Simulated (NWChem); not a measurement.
Species: CH$_{3}$AlF$_{2}$; SMILES [F][Al]([CH3])[F]

```xyz
7

Al    -0.0021     0.0645     0.0007
C     -0.0555    -1.8617     0.0001
H      0.4278    -2.2614    -0.9062
H     -1.0854    -2.2463     0.0381
H      0.4981    -2.2673     0.8622
F     -1.3728     0.9992    -0.0002
F      1.4306     0.9015    -0.0002
```
Atoms are numbered in this order, from 1.

Results from NWChem. Coordinates come from a PBE0/def2-SVP optimisation. Ions are spin-unrestricted doublets at the neutral geometry; other ion states weren't tried.

### Question
What does the run give for CAM-B3LYP/def2-SVP? Quantities: vertical ionisation energy, ΔSCF (eV); −ε(HOMO) (eV).

### Answer
```
Property                               Value
-------------------------------------  -----
vertical ionisation energy, ΔSCF (eV)  11.95
−ε(HOMO) (eV)                          10.67
```
